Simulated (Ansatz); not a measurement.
Consider the homolysis of the C–Si bond: `CC(F)C[SiH3]` → `[CH2]C(C)F`• + `[SiH3]`•.

Calculated with Ansatz (gas phase, PBE0-D4/def2-TZVP geometries, no zero-point term in ΔE). CCSD(T)/CBS adds triple-zeta CCSD(T) − MP2 to the extrapolated MP2 energy (def2 sets, frozen cores). This one scheme is used for every species. DFT in def2-TZVPP. B3LYP here is the variant with VWN-RPA as its local correlation; programs differ in this. HSE06 is defined as in plane-wave codes. No spin–orbit coupling; open shells (•) take unrestricted orbitals. One conformer a species, not always the lowest.

`CC(F)C[SiH3]`:

```xyz
14

C    -2.003    0.520   -0.156
C    -0.726   -0.274   -0.272
F    -0.401   -0.376   -1.628
C     0.451    0.334    0.461
Si    2.096   -0.511    0.094
H    -2.311    0.589    0.889
H    -1.854    1.532   -0.541
H    -2.805    0.044   -0.723
H    -0.888   -1.302    0.075
H     0.532    1.398    0.215
H     0.267    0.272    1.539
H     1.945   -1.985    0.237
H     2.589   -0.200   -1.270
H     3.108   -0.042    1.080
```

`[CH2]C(C)F`•:

Z-matrix (Å, degrees):
```
C
C 1 1.512
F 1 1.396 2 108.8
C 1 1.475 2 114.0 3 122.0
H 1 1.103 2 109.2 3 -114.3
H 2 1.091 1 110.3 3 57.3
H 2 1.091 1 110.3 3 -63.2
H 2 1.092 1 110.0 3 177.0
H 4 1.082 1 119.6 2 -152.6
H 4 1.082 1 120.4 2 35.5
```

`[SiH3]`•:

Cartesian coordinates in Å:
```
Si -0.079 0.277 -0.175
H 0.380 -0.751 -1.144
H -1.303 -0.167 0.542
H 1.002 0.641 0.777
```

```tsv
level	ΔE (kJ/mol)	difference from CCSD(T)/CBS
LDA (SPW92)	418.8	35.7
PBE-D4	364.0	-19.1
revPBE-D4	355.0	-28.1
BLYP-D4	353.7	-29.4
B97M-V	369.2	-13.9
B3LYP-D4	360.0	-23.1
r2SCANh-D4	347.8	-35.3
r2SCAN0-D4	348.2	-34.9
HSE06-D4	364.4	-18.7
BHLYP-D4	358.4	-24.7
CAM-B3LYP-D4	365.9	-17.2
ωB97X-V	384.1	1.0
ωB97M-V	385.5	2.4
B2PLYP	361.7	-21.4
PBE-QIDH	373.1	-10.0
PBE	355.1	-28.0
BLYP	335.2	-47.9
r2SCAN	345.1	-38.0
B3LYP	345.8	-37.3
r2SCANh	345.1	-38.0
r2SCAN0	345.2	-37.9
HSE06	357.0	-26.1
BHLYP	347.1	-36.0
CAM-B3LYP	357.8	-25.3
LC-ωPBE	359.2	-23.9
RPA@PBE/def2-TZVPP	363.1	-20.0
HF/def2-SVP	269.4	-113.7
MP2/def2-SVP	376.6	-6.5
CCSD/def2-SVP	357.1	-26.0
CCSD(T)/def2-SVP	364.3	-18.8
HF/def2-TZVPP	264.1	-119.0
MP2/def2-TZVPP	387.2	4.1
SCS-MP2/def2-TZVPP	383.8	0.7
CCSD(T)/def2-TZVPP	372.4	-10.7
HF/def2-QZVPP	263.9	-119.2
MP2/def2-QZVPP	393.2	10.1
SCS-MP2/def2-QZVPP	390.6	7.5
HF/CBS(def2)	263.9	-119.2
MP2/CBS(def2)	397.8	14.7
CCSD/CBS(def2)	373.7	-9.4
CCSD(T)/CBS	383.1	0
```

Largest T1 diagnostic among the species: 0.015.

In def2-TZVPP, CCSD(T) changes the Hartree–Fock value by +108.3 kJ/mol (the triples alone add +9.4 kJ/mol) and MP2 by +123.1 kJ/mol; breaking electron pairs costs correlation energy, which Hartree–Fock lacks. Leaving LDA and LC-ωPBE aside and taking each functional with its dispersion term where it has one, the values, not all of them listed here, spread over 37.8 kJ/mol, from r2SCAN-D4 to ωB97M-V. LDA lies +63.7 kJ/mol from PBE without D4, its usual overbinding. At CCSD(T), def2-SVP lies −18.8 kJ/mol from the extrapolated value and def2-TZVPP −10.7 kJ/mol: correlation converges slowly with the basis, and small sets miss more of it in the bonded molecule than in its fragments.

CCSD(T)/CBS has its own doubt, a few kJ/mol and more with outer-core shells, so smaller differences from it don't rank the levels.
